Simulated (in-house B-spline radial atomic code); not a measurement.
Results of a calculation; reference values are marked as such.
## Light and heavy implants in Si at 10 keV

The pair potential comes from two frozen, spherical free-atom densities (PBE, B-spline radial code, scalar-relativistic past argon): electrostatics plus the change in Thomas-Fermi kinetic and Dirac exchange energy where they overlap, the recipe behind the universal ZBL potential, which averages such potentials (from solid-state densities) over many pairs. It is written V = (Z1 Z2 e²/r) φ(r/a), with e² = 14.3996 eV·Å and a = 0.46850 Å/(Z1^0.23 + Z2^0.23); ZBL's fit is φ = 0.18175 e^(−3.1998x) + 0.50986 e^(−0.94229x) + 0.28022 e^(−0.4029x) + 0.02817 e^(−0.20162x). Where φ falls below 4e-4 it is continued as an exponential.

The target, Si, is taken as amorphous, density 2.329 g/cm³ (NSM archive of the Ioffe Institute); nuclear stopping from classical scattering on these potentials, electronic stopping by Lindhard and Scharff, compounds by atom fraction, projected range from N (S_n + S_e) dR_p/dE = 1 − N S_n (M2/M1) R_p/(2E), which runs up to 8 % short of the full integral equation; no channelling. Lindhard and Scharff's S_e can be off by tens of per cent.

| ion | mass (u) | N S_n (eV/nm) | N S_e (eV/nm) | S_n = S_e at (keV) | path (nm) | projected range (nm) |
| --- | --- | --- | --- | --- | --- | --- |
| C | 12.01 | 114 | 72.1 | 19 | 63.9 | 31.9 |
| Mg | 24.3 | 352 | 85.2 | 81 | 30.1 | 17.7 |
| Al | 26.98 | 397 | 85.5 | 99 | 27.6 | 16.7 |
| P | 30.97 | 475 | 87.8 | 130 | 24.2 | 15.2 |
| Cl | 35.45 | 552 | 88.9 | 170 | 21.7 | 14.1 |
| Zn | 65.38 | 920 | 91.4 | 570 | 16 | 11.9 |
| As | 74.92 | 980 | 89.9 | 730 | 15.3 | 11.7 |

**Question.** How do the nuclear share and the range change from the lightest ion to the heaviest?

**Answer.** The nuclear share goes from 61 % for C to 92 % for As, and the projected range from 31.9 to 11.7 nm, a factor of 2.7. S_e changes by a factor of 1.25, since the heavy ion is slower but has the larger Z1, while S_n grows 9-fold. The heavy ion also keeps its direction better: R_p is 0.77 of the path, against 0.50.

**Question.** With a displacement energy of 15 eV taken for illustration, how many displacements per nanometre does Zn start at entry, by the rule 0.8 E_damage/(2 E_d)?

**Answer.** Taking all nuclear loss as damage energy, an upper bound, 0.8 × 920/(2 × 15) = 24.5 per nm.
